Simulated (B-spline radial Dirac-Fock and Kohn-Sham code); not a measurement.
## Form factor and incoherent scattering function of Sc⁺

System: scandium as Sc⁺ in the configuration 1s2 2s2 2p6 3s2 3p6 3d1 4s1.

Method: Dirac-Fock densities. Computed with a B-spline atomic structure program. f₀ is the Fourier transform of the spherical electron density, S the Waller-Hartree incoherent function, and s = sin θ/λ.

| s (Å⁻¹) | f₀ | S |
| --- | --- | --- |
| 0 | 20.000 | 0.000 |
| 0.07 | 19.021 | 1.298 |
| 0.08 | 18.761 | 1.583 |
| 0.1 | 18.199 | 2.148 |
| 0.12 | 17.602 | 2.694 |
| 0.15 | 16.689 | 3.491 |
| 0.19 | 15.485 | 4.542 |
| 0.24 | 14.039 | 5.806 |
| 0.3 | 12.430 | 7.174 |
| 0.37 | 10.810 | 8.551 |
| 0.46 | 9.220 | 10.012 |
| 0.57 | 7.937 | 11.370 |
| 0.71 | 6.939 | 12.606 |
| 0.88 | 6.071 | 13.745 |
| 1.09 | 5.077 | 14.916 |
| 1.35 | 3.921 | 16.081 |
| 1.68 | 2.788 | 17.120 |
| 2.09 | 1.952 | 17.906 |
| 2.59 | 1.474 | 18.468 |
| 3.22 | 1.205 | 18.924 |
| 4 | 0.998 | 19.314 |
| 4.96 | 0.778 | 19.622 |
| 6.16 | 0.549 | 19.825 |

f₀ starts at the number of electrons, 20, and has fallen to half at s ≈ 0.42 Å⁻¹. The sum of ⟨r²⟩ over the electrons is 30.46 bohr².
